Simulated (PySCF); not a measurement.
Cl2O2W (SMILES [O]=[W](=[O])([Cl])[Cl]), singlet, geometry from GFN2-xTB (such geometries of metal compounds can be far from the true shape) (core potentials on Cl, W).

The PySCF input:
```python
from pyscf import gto, scf, dft

mol = gto.Mole()
mol.atom = '''
    W     0.220708   -0.043837    0.072484
    O     1.421067   -0.597577   -0.956774
    O     0.715303    0.173252    1.658394
    Cl   -0.535690    1.843740   -0.688017
    Cl   -1.430390   -1.453238    0.042322
'''
mol.basis = 'lanl2dz'
mol.ecp = {'Cl': 'lanl2dz', 'W': 'lanl2dz'}
mol.charge = 0
mol.spin = 0
mol.verbose = 4
mol.build()

mf = dft.RKS(mol)
mf.xc = 'camb3lyp'
mf = mf.density_fit(auxbasis='def2-universal-jkfit')
mf.kernel()
```

Q: What does this run give for the HOMO-LUMO gap, HOMO energy, Mulliken (on the basis functions themselves) charges in atom order, nuclear repulsion energy, total energy, number of basis functions?

A: 
```json
{
  "HOMO-LUMO gap": "8.51 eV",
  "HOMO energy": "-11.56 eV",
  "Mulliken (on the basis functions themselves) charges in atom order": "W1 0.95, O2 -0.36, O3 -0.36, Cl4 -0.11, Cl5 -0.11",
  "nuclear_repulsion_energy": "175.7209 Eh",
  "total_energy": "-248.1340 Eh",
  "number_of_basis_functions": "56"
}
```
